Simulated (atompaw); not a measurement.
What one change does to a pseudopotential (Cu (Z = 29), PAW (atompaw))

atompaw 4.2.0.5 input, output lines left out:

```
Cu 29
GGA-PBE scalarrelativistic loggrid 1500 logderivrange -3 5 201
4 4 3 0 0 0
4 0 0
4 1 0
0 0 0
c
c
c
v
c
c
v
v
2
2.50 1.95 2.10 1.30
y
3.65
n
y
4.2
n
y
2.7
n
custom rrkj gramschmidtortho besselshape
bessel
2.50
2.50
2.50
2.50
1.10
1.10
```

Change: all radii scaled by about 0.79 (s 1.98, p 1.98, d 0.88 bohr); local potential bessel scheme, radius 1.66 bohr; augmentation besselshape compensation charge, radius 1.54 bohr; PAW radius 1.98 bohr; waves and projectors: custom rrkj gramschmidtortho; core correction smooth core density matched at 1.04 bohr.

Cutoffs: the cutoffs (Ry, on a coarse ladder) from which the occupation-weighted sum of valence levels, in a spherical-Bessel basis at the reference potential, stays within 10 and 1 mRy of its value at 400 Ry; they do not see the model core or the augmentation charge, which bear on the density cutoff.

**Question.** What does the change do?

**Answer.** The potential gets harder (120 Ry and 200 Ry → 200 Ry and 300 Ry); neither file shows a bound ghost. A smaller radius makes the pseudo-wave follow the all-electron one further in, where it bends more sharply, so more plane waves are needed.

```tsv
quantity	base	changed
cutoff, loose	120 Ry	200 Ry
cutoff, tight	200 Ry	300 Ry
bound ghosts	none	none
lowest overlap eigenvalue by channel	s 0.66, p 0.81, d 1.00	s 0.62, p 0.64, d 1.00
```

 The cutoffs see the waves, projectors and local potential, not the compensation charge or the core.
